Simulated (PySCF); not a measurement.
**Stretching BeTe**

Set-up: Be cc-pVDZ, Te cc-pVDZ-PP with ECP28; scalar-relativistic core potentials (PySCF 2.14). Energies in eV from Be + Te in their ground configurations at the same level. State: ³Π (triplet), unpaired electrons σ ↑, π ↑, a second solution, started from another occupation.

```tsv
R (Å)	PBE0
1.790	0.207
1.873	-0.656
1.956	-1.244
2.019	-1.547
2.081	-1.755
2.143	-1.888
2.227	-1.973
2.331	-1.970
2.456	-1.860
2.622	-1.611
```

Put a parabola through the three lowest points of the PBE0 curve and estimate Re, k and ωe (reduced mass 8.428 u; 1 eV/Å² = 0.16022 mdyn/Å; ωe = 1302.8·√(k/μ) cm⁻¹).

Through R = 2.143, 2.227, 2.331 Å the second-order coefficient is 5.54 eV/Å², so Re ≈ 2.276 Å, k ≈ 1.77 mdyn/Å and ωe ≈ 598 cm⁻¹. A polynomial fit of higher order to the unrounded PBE0 energies gives Re = 2.274 Å, k = 1.52 mdyn/Å, ωe = 554 cm⁻¹; anharmonicity and rounding make the difference.

The higher-order fit for each curve: PBE0: Re = 2.274 Å, ωe = 554 cm⁻¹, minimum 1.98 eV below the ground-state fragments.

Spin–orbit coupling is left out, which matters for elements this heavy, above all for dissociation energies.
